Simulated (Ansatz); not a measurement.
Ideal-gas functions of `[Cl][Ga@H-]1[Cl+][Ga@@H-]([Cl])[Cl+]1` at 500 K and 1 bar, from an Ansatz frequency run at PBE0-D4/def2-TZVP.

Molar mass 283.27 g/mol, point group C2v (symmetry number 2), electronic degeneracy 1, moments of inertia 419.762, 994.281, 1025.076 u Å². Harmonic wavenumbers (cm⁻¹, unscaled): 16, 87, 108, 116, 121, 170, 193, 280, 297, 310, 423, 433, 536, 562, 577, 586, 2070, 2072.

Use S(trans) = R[1.5 ln M + 2.5 ln T − 1.1517]; rotational temperatures θ = 24.2544 K / I; S(rot) = R[ln(√π/σ · √(T³/θAθBθC)) + 1.5]; for each mode x = 1.438777 ν̃/T, S = R[x/(eˣ − 1) − ln(1 − e⁻ˣ)] and H = RT x/(eˣ − 1); 1 cm⁻¹ = 0.0119627 kJ/mol; R = 8.31446 J/(mol·K).

**Question.** By hand: the entropy, in J/(mol·K).

**Answer.** Translation 190.0. Rotation: θ = 0.0578, 0.0244, 0.0237 K, giving 131.8. Vibration, mode by mode: 33.91, 19.85, 18.06, 17.48, 17.13, 14.34, 13.31, 10.33, 9.87, 9.53, 7.18, 7.00, 5.49, 5.17, 4.99, 4.89, 0.15, 0.15, in all 198.8. Electronic 0.0. Sum 520.6 J/(mol·K).

**Question.** By hand: H − E and G − E in kJ/mol, counted from the electronic energy.

**Answer.** Zero-point energy ½ × 8957 × 0.0119627 = 53.6; thermal vibration 43.5; translation, rotation and pV give 4 RT = 16.6. H − E = 113.7 kJ/mol, and G − E = 113.7 − 500 × 520.6/1000 = -146.6 kJ/mol.

Vibration gives 38 % of the entropy, 106.4 J/(mol·K) of it from the modes under 150 cm⁻¹: soft modes count most, and the harmonic formula is weakest for them.
